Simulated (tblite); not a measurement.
Species: C₆H₁₃FOSi.
Atom-mapped SMILES: `[CH3:1][SiH2:2][C@H:3]([CH2:4][F:5])[O:6][CH:7]1[CH2:8][CH2:9]1` (hydrogens: H10, H11, H12 on C1; H13, H14 on Si2; H15 on C3; H16, H17 on C4; H18 on C7; H19, H20 on C8; H21, H22 on C9)

Computed with GFN2-xTB (tblite), gas phase: L-BFGS steps from a force-field or distance-geometry start until the largest atomic force falls under 0.01 eV/Å.

Step 37: E = -815.3951 eV
```
atom  x, y, z in Å  |  force x, y, z in eV/Å
C1     -1.6590   -0.5618   -2.3648   -0.003  -0.012  -0.010
Si2    -2.1752    0.2620   -0.7386    0.064   0.009  -0.024
C3     -0.7426    0.0414    0.5173    0.021   0.010  -0.011
C4     -1.0146    0.7508    1.8330   -0.004  -0.011  -0.012
F5     -0.1707    0.3266    2.8401   -0.008  -0.011  -0.015
O6      0.3757    0.6108   -0.1589    0.017   0.028   0.006
C7      1.6164    0.0991    0.2305   -0.015  -0.040  -0.009
C8      2.2365   -0.9960   -0.5950   -0.013   0.009   0.020
C9      2.7892    0.4023   -0.6404    0.015  -0.053  -0.045
H10    -0.8059   -0.0529   -2.8060   -0.011  -0.002   0.031
H11    -1.3838   -1.6041   -2.2222   -0.018   0.004  -0.001
H12    -2.4715   -0.5289   -3.0845    0.012  -0.011   0.000
H13    -3.3964   -0.3409   -0.1831    0.029  -0.016   0.014
H14    -2.3856    1.6981   -0.9260   -0.002   0.033  -0.001
H15    -0.5436   -1.0166    0.7314   -0.027  -0.008  -0.008
H16    -2.0310    0.5492    2.1825    0.005   0.005   0.010
H17    -0.8544    1.8265    1.7211   -0.012  -0.010   0.020
H18     1.7676    0.0783    1.3060    0.000  -0.007  -0.010
H19     1.6828   -1.3374   -1.4587    0.031   0.025   0.054
H20     2.8057   -1.7696   -0.0995   -0.029   0.055  -0.006
H21     2.6119    0.9831   -1.5316   -0.026  -0.002   0.004
H22     3.7380    0.5996   -0.1645   -0.026   0.006  -0.007
```

Step 38: E = -815.3959 eV
```
atom  x, y, z in Å  |  force x, y, z in eV/Å
C1     -1.6545   -0.5608   -2.3640   -0.007  -0.016  -0.008
Si2    -2.1731    0.2654   -0.7406    0.044   0.016  -0.005
C3     -0.7455    0.0401    0.5188    0.027   0.002  -0.025
C4     -1.0154    0.7481    1.8350    0.002  -0.016  -0.025
F5     -0.1688    0.3212    2.8388   -0.020   0.000  -0.009
O6      0.3731    0.6068   -0.1585    0.018   0.047  -0.001
C7      1.6149    0.0983    0.2304   -0.019  -0.025  -0.008
C8      2.2360   -0.9970   -0.5921    0.007   0.005  -0.004
C9      2.7844    0.4025   -0.6452    0.010  -0.037  -0.031
H10    -0.7987   -0.0543   -2.8026   -0.019  -0.004   0.023
H11    -1.3821   -1.6034   -2.2186   -0.016   0.000  -0.003
H12    -2.4666   -0.5275   -3.0842    0.023  -0.008  -0.007
H13    -3.3968   -0.3326   -0.1854    0.024  -0.019   0.010
H14    -2.3807    1.7021   -0.9272    0.002   0.032  -0.004
H15    -0.5488   -1.0178    0.7317   -0.025  -0.032  -0.004
H16    -2.0319    0.5460    2.1850    0.021   0.016   0.014
H17    -0.8531    1.8233    1.7209   -0.020  -0.008   0.040
H18     1.7689    0.0814    1.3052    0.001  -0.005   0.007
H19     1.6829   -1.3432   -1.4534    0.012   0.017   0.035
H20     2.8105   -1.7663   -0.0972   -0.023   0.042   0.010
H21     2.6020    0.9816   -1.5365   -0.026  -0.011   0.003
H22     3.7331    0.6057   -0.1721   -0.016   0.004  -0.006
```

Task: Estimate the geometry and energy of step 39. (The exact step hangs on the optimiser's Hessian estimate; all steps are aligned on step 38, rigid shifts and turns removed.)

Result: E = -815.3964 eV, largest force 0.053 eV/Å
```
atom  x, y, z in Å  |  force x, y, z in eV/Å
C1     -1.6506   -0.5601   -2.3632   -0.010  -0.013  -0.001
Si2    -2.1707    0.2687   -0.7423    0.012   0.022   0.010
C3     -0.7475    0.0384    0.5198    0.023  -0.005  -0.030
C4     -1.0159    0.7454    1.8363    0.006  -0.015  -0.026
F5     -0.1677    0.3166    2.8379   -0.022   0.003  -0.002
O6      0.3710    0.6037   -0.1583    0.018   0.048  -0.002
C7      1.6134    0.0971    0.2302   -0.008   0.004  -0.004
C8      2.2357   -0.9977   -0.5897    0.017  -0.001  -0.020
C9      2.7801    0.4022   -0.6500    0.000  -0.009  -0.009
H10    -0.7924   -0.0554   -2.7989   -0.018  -0.003   0.012
H11    -1.3807   -1.6027   -2.2154   -0.013  -0.008  -0.004
H12    -2.4615   -0.5264   -3.0844    0.024  -0.005  -0.016
H13    -3.3976   -0.3250   -0.1878    0.029  -0.017   0.004
H14    -2.3760    1.7062   -0.9285    0.007   0.024  -0.005
H15    -0.5538   -1.0200    0.7321   -0.018  -0.037  -0.006
H16    -2.0321    0.5436    2.1876    0.025   0.018   0.012
H17    -0.8522    1.8202    1.7217   -0.023  -0.003   0.048
H18     1.7698    0.0844    1.3044    0.001  -0.004   0.014
H19     1.6831   -1.3483   -1.4480   -0.011   0.002   0.003
H20     2.8146   -1.7625   -0.0949   -0.008   0.017   0.029
H21     2.5924    0.9798   -1.5412   -0.025  -0.018  -0.001
H22     3.7283    0.6114   -0.1792   -0.006   0.000  -0.006
```

The energy changes by -0.0006 eV. The first-order estimate −F·Δx gives -0.0008 eV and the mean of the old and new forces, exact on a quadratic surface, -0.0006 eV. The step makes an angle of 79° with the force vector and moves no atom by more than 0.011 Å.

What follows is the cost of the whole relaxation. Hardware: Arm Neoverse N1, one thread, no GPU, shared host. Cost: 1.6 s of wall time.
